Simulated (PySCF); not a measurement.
C₂H₃ClF₂Si, SMILES Cl[SiH2]/C(F)=C\F.

Coordinates come from a PBE0-D3(BJ)/def2-SVP optimisation. The structure was generated by enumeration; whether it is a known compound was not checked. Other conformers were not sampled.

Two levels are set side by side: PBE/def2-TZVP (PySCF) and M06-2X/def2-TZVP (PySCF). Same geometry, gas phase. Differences are taken from unrounded values.

| quantity | M06-2X |
|---|---|
| orbital gap (eV) | 8.94 |
| highest occupied level (eV) | -9.10 |
| lowest empty level (eV) | -0.17 |
| dipole moment (D) | 1.49 |
| mean polarisability (bohr³) | 60.7 |

### Question
What does PBE give, and how far is it from M06-2X? (The exact figures need the calculation; the answer reports its results.)

### Answer

```tsv
quantity	PBE	PBE minus M06-2X
orbital gap (eV)	4.52	-4.42
highest occupied level (eV)	-6.47	2.64
lowest empty level (eV)	-1.95	-1.78
dipole moment (D)	1.39	-0.10
mean polarisability (bohr³)	63.9	3.2
```

PBE's occupied levels lie high since its potential decays too fast outside the molecule; exact exchange lowers them and widens the gap. PBE's more diffuse valence density responds more strongly to a field. Differences between two approximate levels are no errors against the true value.

Rough cost on one machine, each run with all the roots and properties that it gave: M06-2X against PBE about 3 times.
